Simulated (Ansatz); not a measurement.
`CO[CH2][AlH2]` and `CO[CH2][AlH][GaH2]` differ in one atom or group.

Ansatz, PBE0-D4/def2-TZVP geometries, multiplicity 1. Each molecule was computed in one conformer, which needn't be the lowest.

Scalar relativity is left out up to krypton.

```json
{"property": "HOMO energy (B3LYP/def2-TZVPP) / eV", "`CO[CH2][AlH2]`": "-7.20"}
{"property": "LUMO energy (ωB97M-V/def2-TZVPP) / eV", "`CO[CH2][AlH2]`": "0.22"}
{"property": "LUMO energy (PBE0/def2-TZVPP) / eV", "`CO[CH2][AlH2]`": "-1.35"}
{"property": "HOMO–LUMO gap (PBE/def2-TZVPP) / eV", "`CO[CH2][AlH2]`": "3.73"}
{"property": "zero-point energy (PBE0-D4/def2-TZVP) / kJ/mol", "`CO[CH2][AlH2]`": "214.6"}
{"property": "size of the dipole moment (PBE/def2-TZVPP) / D", "`CO[CH2][AlH2]`": "1.32"}
```

(1) Give the same properties after the change, and the shifts. (Best estimate.)

Answers

(1) The calculation gave: 
```
                                      property  `CO[CH2][AlH][GaH2]`  shift
           HOMO energy (B3LYP/def2-TZVPP) / eV                 -6.00   1.20
         LUMO energy (ωB97M-V/def2-TZVPP) / eV                  0.08  -0.14
            LUMO energy (PBE0/def2-TZVPP) / eV                 -1.53  -0.18
           HOMO–LUMO gap (PBE/def2-TZVPP) / eV                  2.93  -0.80
zero-point energy (PBE0-D4/def2-TZVP) / kJ/mol                 236.1   21.5
size of the dipole moment (PBE/def2-TZVPP) / D                  2.79   1.47
```

With PBE0 the HOMO rises by 1.26 eV and the LUMO falls by 0.18 eV, so the gap narrows by about 1.44 eV. PBE moves the HOMO by 0.67 eV and ωB97M-V by 1.71 eV. The zero-point energy changes by 21.5 kJ/mol with +6 modes. Dipoles are sizes alone; their direction can turn.

B3LYP here is the variant with VWN-RPA as its local correlation; programs differ in this.
